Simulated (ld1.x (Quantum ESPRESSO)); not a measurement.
## Before and after: TM potential for strontium (Sr)

| Item | Value |
| --- | --- |
| Element | Sr |
| Generator | ld1.x (Quantum ESPRESSO) 7.5 |
| Type | norm-conserving Troullier–Martins (Kleinman–Bylander form) |
| Functional | PBEsol |
| Relativity | fully relativistic |
| Frozen core | [Ar] 3d10 |
| Valence charge | 10 |
| Reference configuration | 4s2 4p6 4d0 5s1.75 5p0.25 |
| Partial waves | 4s (bound): rc 1.55 bohr; 4p (bound): rc 2.10 bohr; 4d (bound, empty): rc 3.05 bohr |
| Local potential | all-electron potential smoothed inside 2.75 bohr (lloc = -2) |
| Core correction | none |

Open shells are filled in proportion to 2j + 1 (rel_dist='average').

Occupied shells without a wave of their own: 5p, 5s. They enter only through the test configuration that unscreens the potential.

Change: core correction a·sin(br)/r model core inside 1.62 bohr (5p, 5s counted twice).

Cutoffs: the cutoffs (Ry, on a coarse ladder) from which the occupation-weighted sum of valence levels, in a spherical-Bessel basis at the reference potential, stays within 10 and 1 mRy of its value at 400 Ry; they do not see the model core or the augmentation charge, which bear on the density cutoff. Errors are all-electron minus pseudo energies relative to the spin-unpolarised reference configuration.

**Question.** Predict the effect on cutoff, ghosts and configuration errors.

**Answer.** The potential gets neither clearly harder nor softer (50 Ry and 90 Ry → 50 Ry and 90 Ry); of the 7 tests that both files solve, the error grows in 1 and shrinks in 4 by more than 15 % and 0.3 meV (median size 163.6 → 39.3 meV); neither file shows a bound ghost. In the changed file ld1.x takes every shell without a wave as core, so the model core holds the 5p, 5s electrons as well and exchange and correlation see them twice. This cancels in the reference configuration, but the file is broken for other ones, and its errors say nothing about a proper core correction. A model core, the more so a compact one, raises the density cutoff, which this test does not measure.

| quantity | base | changed |
| --- | --- | --- |
| cutoff, loose | 50 Ry | 50 Ry |
| cutoff, tight | 90 Ry | 90 Ry |
| bound ghosts | none | none |
| largest miss of a reference level, eV | 0.14 | 0.14 |
| error for 4s2 4p6 4d0 5s2 5p0, meV [ΔE -0.57 eV] | -24 | -26 |
| error for 4s2 4p6 4d0 5s1 5p0, meV [ΔE 5.33 eV] | +164 | +17 |
| error for 4s2 4p6 4d0 5s0 5p0, meV [ΔE 16.22 eV] | +472 | -278 |
| error for 4s2 4p6 4d0 5s0 5p2, meV [ΔE 4.15 eV] | +172 | +87 |
| error for 4s2 4p5 4d0 5s2 5p0, meV [ΔE 27.75 eV] | -38 | -123 |
| error for 4s2 4p6 4d1 5s0 5p0, meV [ΔE 7.06 eV] | +310 | -33 |
| error for 4s2 4p6 4d0.5 5s1.5 5p0, meV [ΔE 0.58 eV] | +43 | +39 |
| s: phases at 3.30 bohr within 0.05 rad from the reference energy up to (Ry; the scan ends near 5) | -0.5 | -0.5 |
| p1/2: phases at 3.30 bohr within 0.05 rad from the reference energy up to (Ry; the scan ends near 5) | 0.0 | 0.0 |
| p3/2: phases at 3.30 bohr within 0.05 rad from the reference energy up to (Ry; the scan ends near 5) | 0.1 | 0.1 |
| d3/2: phases at 3.30 bohr within 0.05 rad from the reference energy up to (Ry; the scan ends near 5) | 1.4 | 1.4 |
| d5/2: phases at 3.30 bohr within 0.05 rad from the reference energy up to (Ry; the scan ends near 5) | 1.4 | 1.4 |

Base: The 5p, 5s levels have no wave, so the channel is fitted at the deeper level alone: the likely source of the large errors.
